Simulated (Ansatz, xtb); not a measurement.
**Two isomers of C4H5NO3**

Structure X: `NC(=O)/C=C\OC=O`, a singlet. Structure Y: `C=C(OC=O)C(N)=O`, a singlet. Both are isolated molecules in the gas phase, relaxed with PBE0-D3(BJ)/def2-SVP; the shapes shown needn't be the lowest conformers.

X (Å):

```xyz
13

C     1.1117    0.3004    0.3581
C     1.2520    1.1830    1.5531
C     0.3975    2.0597    2.0871
C    -1.6510    3.1951    2.1598
N    -0.0526    0.3726   -0.3357
O     2.0229   -0.4421    0.0451
O    -0.8458    2.2894    1.5533
O    -1.3734    3.8219    3.1321
H    -0.8009    0.9929   -0.0640
H    -0.1493   -0.2256   -1.1447
H     2.2167    1.0705    2.0504
H     0.6178    2.6533    2.9769
H    -2.6038    3.2498    1.5978
```

Y (Å):

```json
{"atom": "C", "x (Å)": "-2.0938", "y (Å)": "1.6559", "z (Å)": "-0.9890"}
{"atom": "C", "x (Å)": "-1.1403", "y (Å)": "0.7566", "z (Å)": "-0.7423"}
{"atom": "C", "x (Å)": "-1.6628", "y (Å)": "0.1776", "z (Å)": "1.5445"}
{"atom": "C", "x (Å)": "-0.1397", "y (Å)": "0.3963", "z (Å)": "-1.8113"}
{"atom": "N", "x (Å)": "0.7795", "y (Å)": "-0.5264", "z (Å)": "-1.4445"}
{"atom": "O", "x (Å)": "-0.9184", "y (Å)": "0.0576", "z (Å)": "0.4307"}
{"atom": "O", "x (Å)": "-2.6087", "y (Å)": "0.8846", "z (Å)": "1.7034"}
{"atom": "O", "x (Å)": "-0.1815", "y (Å)": "0.9122", "z (Å)": "-2.9087"}
{"atom": "H", "x (Å)": "-2.8390", "y (Å)": "1.9517", "z (Å)": "-0.2561"}
{"atom": "H", "x (Å)": "-2.0816", "y (Å)": "2.0863", "z (Å)": "-1.9920"}
{"atom": "H", "x (Å)": "-1.2412", "y (Å)": "-0.5064", "z (Å)": "2.3093"}
{"atom": "H", "x (Å)": "0.7798", "y (Å)": "-0.9310", "z (Å)": "-0.5205"}
{"atom": "H", "x (Å)": "1.4733", "y (Å)": "-0.8023", "z (Å)": "-2.1254"}
```

Task: Which of the two would you expect CCSD(T)/def2-SVP + ΔMP2/def2-TZVPP electronic energies to favour?

Result: Not settled: CCSD(T)/def2-SVP + ΔMP2/def2-TZVPP gives E(Y) − E(X) = +1.48 kcal/mol, but this leans on the basis-set step: CCSD(T) alone gives +0.39 kcal/mol.

Level by level:

```tsv
level	geometry	E(Y) − E(X) (kcal/mol)	departure from the last row (kcal/mol)	job, with rough time for the two
GFN2-xTB	GFN2-xTB	+0.15	−1.33	optimisation, 0.33 s
HF/STO-3G	GFN2-xTB	+2.63	+1.15	single point, 0.36 s
r2SCAN-D4/def2-SVP	GFN2-xTB	+0.47	−1.01	single point, 3.6 s
PBE0-D3(BJ)/def2-SVP	PBE0-D3(BJ)/def2-SVP	+0.58	−0.90	optimisation, 36 s
HF/def2-SVP	PBE0-D3(BJ)/def2-SVP	+0.93	−0.55	part of the CCSD(T) run
MP2/def2-SVP	PBE0-D3(BJ)/def2-SVP	+0.33	−1.15	part of the CCSD(T) run
CCSD(T)/def2-SVP	PBE0-D3(BJ)/def2-SVP	+0.39	−1.09	single point
CCSD(T)/def2-SVP + ΔMP2/def2-TZVPP	PBE0-D3(BJ)/def2-SVP	+1.48		single point, 87 s
```

As drawn, both hold the same kinds of bond in the same numbers.

GFN2-xTB, r2SCAN-D4/def2-SVP, MP2/def2-SVP, CCSD(T)/def2-SVP find them nearly level. The largest departure from CCSD(T)/def2-SVP + ΔMP2/def2-TZVPP is that of GFN2-xTB, 1.33 kcal/mol. The last row adds to CCSD(T) the change of the MP2 difference between the two basis sets, here +1.09 kcal/mol.

With thermal terms from frequencies at re-optimised GFN2-xTB minima (ideal gas, soft modes damped towards free rotors, one conformer each, 298.15 K, 1 atm): the zero-point term adds −0.34 kcal/mol; ΔH is +1.15 and ΔG +1.26 kcal/mol.

The correlated steps freeze 8 core orbitals. Programs: Ansatz 0.2.0, xtb 6.7.1; the last row on 4 threads of Arm Neoverse V1 on a shared host.
